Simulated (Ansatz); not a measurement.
Start from `[F][Ge][Br]` and change one element to get `F[Si]Br`.

Ansatz, PBE0-D4/def2-TZVP geometries, multiplicity 1. 

Outer-core shells of Br, Ge are correlated without core-valence functions. Scalar relativity is left out up to krypton. Spin–orbit coupling is left out.

```
                                            property  `[F][Ge][Br]`
                 HOMO energy (B3LYP/def2-TZVPP) / eV          -7.99
                  HOMO energy (PBE0/def2-TZVPP) / eV          -8.19
                 LUMO energy (B3LYP/def2-TZVPP) / eV          -3.16
      zero-point energy (PBE0-D4/def2-TZVP) / kJ/mol            6.9
    size of the dipole moment (B3LYP/def2-TZVPP) / D           2.26
vertical ionisation energy (CCSD(T)/def2-TZVPP) / eV          10.46
```

Task: What does the change do to each property? (An estimate is asked.)

Result: Ansatz gave: 
```tsv
property	`F[Si]Br`	shift
HOMO energy (B3LYP/def2-TZVPP) / eV	-7.64	0.35
HOMO energy (PBE0/def2-TZVPP) / eV	-7.84	0.35
LUMO energy (B3LYP/def2-TZVPP) / eV	-2.83	0.33
zero-point energy (PBE0-D4/def2-TZVP) / kJ/mol	9.0	2.1
size of the dipole moment (B3LYP/def2-TZVPP) / D	1.20	-1.06
vertical ionisation energy (CCSD(T)/def2-TZVPP) / eV	10.16	-0.30
```

With PBE0 the HOMO rises by 0.35 eV and the LUMO rises by 0.27 eV, so the gap narrows by about 0.08 eV. PBE moves the HOMO by 0.33 eV and ωB97M-V by 0.38 eV. Dipoles are sizes alone; their direction can turn.

B3LYP here is the variant with VWN-RPA as its local correlation; programs differ in this.
